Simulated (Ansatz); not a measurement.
C3H6O, SMILES `OC1CC1` (H–O–C–C torsion 144°) (charge 0, multiplicity 1).

The numbers are results of Ansatz (a program for electronic structure) with frozen-core CCSD(T)/6-31g // B3LYP-D3(BJ)/def2-TZVP, not measurements.

Ansatz 0.2 input:
```yaml
crystal:
  periodic: [false, false, false]
  atoms:
    - { symbol: O, position_ang: [1.606675, -0.469219, 0.427182] }
    - { symbol: C, position_ang: [0.516954, -0.126486, -0.38783] }
    - { symbol: C, position_ang: [-0.797963, -0.702248, 0.004753] }
    - { symbol: C, position_ang: [-0.547646, 0.783302, 0.152258] }
    - { symbol: H, position_ang: [2.196785, 0.290744, 0.480884] }
    - { symbol: H, position_ang: [0.747342, -0.064722, -1.447671] }
    - { symbol: H, position_ang: [-1.466834, -1.044915, -0.772614] }
    - { symbol: H, position_ang: [-0.808254, -1.2897, 0.912351] }
    - { symbol: H, position_ang: [-0.405705, 1.157379, 1.157281] }
    - { symbol: H, position_ang: [-1.041353, 1.465864, -0.52659] }
basis:
  gaussian: { orbitals: "6-31g" }
correlation:
  method: ccsd_t
```

Output:

```
Functional definition: HF
648 factors; integrals over basis functions are off by at most 2.3e-4 eV
mean field evaluation 1: about -5217.5886 eV, gradient 3.0e1 eV
mean field evaluation 2: about -5217.5887 eV, gradient 3.0e1 eV
mean field evaluation 4: about -5219.7574 eV, gradient 3.0e0 eV
mean field evaluation 8: about -5219.7818 eV, gradient 6.3e-5 eV
mean field evaluation 16: about -5219.7815 eV, gradient 1.4e-1 eV
mean field -5219.78180736 eV, -191.8234433253 hartree, gradient 5.9e-6 eV, S^2 0.000000; 0 other end points of the search recorded, 0 dependent functions left out
4 core orbitals not correlated
reference -5219.78180736 eV, -191.8234433253 hartree; 12, 12 occupied and 32, 32 virtual orbitals, 648 factors
second order -10.57752544 eV of doubles, -0.00000000 eV of singles
cycle   1  -11.11044329 eV  change   -5.3e-1 eV  update   7.3e-2
cycle   2  -11.45880636 eV  change   -3.5e-1 eV  update   2.4e-2
cycle   3  -11.53698249 eV  change   -7.8e-2 eV  update   9.4e-3
cycle   4  -11.54041404 eV  change   -3.4e-3 eV  update   2.1e-3
cycle   5  -11.54120996 eV  change   -8.0e-4 eV  update   6.6e-4
cycle   6  -11.54125713 eV  change   -4.7e-5 eV  update   1.9e-4
cycle   7  -11.54118038 eV  change    7.7e-5 eV  update   6.1e-5
cycle   8  -11.54116875 eV  change    1.2e-5 eV  update   2.2e-5
perturbative correction -0.25910252 eV, -0.0095218421 hartree
Total energy: -5231.58207863 eV, -192.2570952961 hartree
```
